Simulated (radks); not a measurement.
Charge is removed step by step from the 5s level of Zr, starting from [Kr] 4d2 5s2. All-electron calculation, scalar-relativistic Kohn-Sham, r2SCAN, spin-unpolarised, spherical densities, finite nucleus; meta-GGA in the generalised Kohn-Sham scheme; Fermi nuclear charge, rms radius 4.2694 fm. Program: a radial shooting solver on a logarithmic mesh with Libxc functionals.

removed (e),E - E(0) (eV),eigenvalue (eV),E minus straight line (eV)
0,0.000,-4.584,0.000
0.125,0.613,-5.221,-0.285
0.25,1.305,-5.867,-0.491
0.375,2.079,-6.519,-0.615
0.5,2.935,-7.176,-0.657
0.625,3.873,-7.837,-0.617
0.75,4.894,-8.501,-0.495
0.875,5.998,-9.165,-0.289
1,7.185,-9.829,0.000

Removing the whole electron costs 7.185 eV by Delta-SCF, against 4.584 eV from minus the eigenvalue at the starting occupation. Slater's transition state (half an electron removed) gives 7.176 eV. Integrating minus the eigenvalue over the occupation (Janak's theorem) gives 7.186 eV. In this scalar-relativistic scheme the density is built from large components alone, so the theorem holds only approximately. The mean slope of the eigenvalue, de/dn, is 5.25 eV per electron. Ionisation energy of Zr in the NIST Atomic Spectra Database: 6.634 eV (measured).

Beside tabulated values, note that spin-unpolarised runs miss the spin-polarisation part of the exchange energy of open shells.
